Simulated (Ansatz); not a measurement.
`C[O][Mg][OH]` + HCl → `C[O][Mg][Cl]` + H₂O  (ligand exchange at a Mg–O bond)

Computed with Ansatz on PBE0-D4/def2-TZVP structures; ΔE is electronic, products minus reactants. CCSD(T)/CBS is the MP2 limit (def2-TZVPP, def2-QZVPP) plus CCSD(T) − MP2 in def2-TZVPP, frozen cores. This one scheme is used for every species. DFT in def2-TZVPP. For Mg outer-core shells are correlated without core-valence functions, which leaves a few kJ/mol of doubt a bond. Each species was taken in one conformer, which may not be the lowest.

```json
{"level": "B97M-V", "ΔE (kcal/mol)": "-21.3"}
{"level": "r2SCANh-D4", "ΔE (kcal/mol)": "-21.0"}
{"level": "ωB97X-V", "ΔE (kcal/mol)": "-20.3"}
{"level": "B2PLYP", "ΔE (kcal/mol)": "-19.6"}
{"level": "LC-ωPBE", "ΔE (kcal/mol)": "-19.8"}
{"level": "HF/def2-SVP", "ΔE (kcal/mol)": "-23.6"}
{"level": "HF/def2-TZVPP", "ΔE (kcal/mol)": "-23.6"}
{"level": "MP2/def2-TZVPP", "ΔE (kcal/mol)": "-19.5"}
```

Q: What does CCSD(T)/CBS give? (An estimate is asked.)

A: Computed: -20.2 kcal/mol. The listed levels differ from it by -1.1, -0.8, -0.1, 0.6, 0.4, -3.4, -3.4, 0.7 kcal/mol.

Largest T1 diagnostic among the species: 0.011.

Leaving LDA and LC-ωPBE aside and taking each functional with its dispersion term where it has one, the values, not all of them listed here, spread over 3.0 kcal/mol, from r2SCAN0-D4 to BLYP-D4. LDA lies +1.0 kcal/mol from PBE without D4. From PBE to PBE0 (25 % exact exchange), in def2-TZVPP and without D4, ΔE moves by −1.5 kcal/mol. In def2-TZVPP, CCSD(T) changes the Hartree–Fock value by +3.9 kcal/mol (the triples alone add +0.2 kcal/mol) and MP2 by +4.1 kcal/mol.
